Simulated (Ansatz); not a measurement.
`OC[SiH](S)Cl` + CH₃NH₂ → `CN[SiH](S)Cl` + CH₃OH  (ligand exchange at the Si–C bond)

Isolated molecules relaxed with PBE0-D4/def2-TZVP in Ansatz; ΔE leaves out vibrations. CCSD(T)/CBS is the MP2 limit (def2-TZVPP, def2-QZVPP) plus CCSD(T) − MP2 in def2-TZVPP, frozen cores. This one scheme is used for every species. Functionals use def2-TZVPP. One conformer a species, not always the lowest.

Is it downhill or uphill in electronic energy at CCSD(T)/CBS, and by how much? (Best estimate.)

Computed: Downhill: ΔE = -79.5 kJ/mol.

What do these levels give: PBE0-D4, B2PLYP, HF/def2-TZVPP, HF/def2-QZVPP, SCS-MP2/def2-QZVPP, MP2/CBS(def2)? (An estimate is asked.)

Computed: PBE0-D4 -75.2, B2PLYP -80.1, HF/def2-TZVPP -86.9, HF/def2-QZVPP -87.7, SCS-MP2/def2-QZVPP -83.2, MP2/CBS(def2) -82.9 kJ/mol.

Largest T1 diagnostic among the species: 0.010.

In def2-TZVPP, CCSD(T) changes the Hartree–Fock value by +8.4 kJ/mol (the triples alone add +1.0 kJ/mol) and MP2 by +5.0 kJ/mol. From PBE to PBE0 (25 % exact exchange), in def2-TZVPP and without D4, ΔE moves by −3.5 kJ/mol.
